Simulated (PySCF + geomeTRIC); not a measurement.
Species: H$_{4}$GeS, SMILES `[SH][GeH3]` (charge 0, multiplicity 1).

Question: Give a relaxed geometry from B3LYP-D3(BJ)/def2-TZVP in PySCF + geomeTRIC.

Answer: the end point of this relaxation (outside a Z-matrix the atoms follow the SMILES, hydrogens last).
Z-matrix (Å, degrees):
```
Ge
H 1 1.5339
H 1 1.5375 2 110.69
H 1 1.5376 2 110.64 3 -122.00
S 1 2.2438 2 104.76 4 -119.04
H 5 1.3438 1 94.82 2 -178.95
```
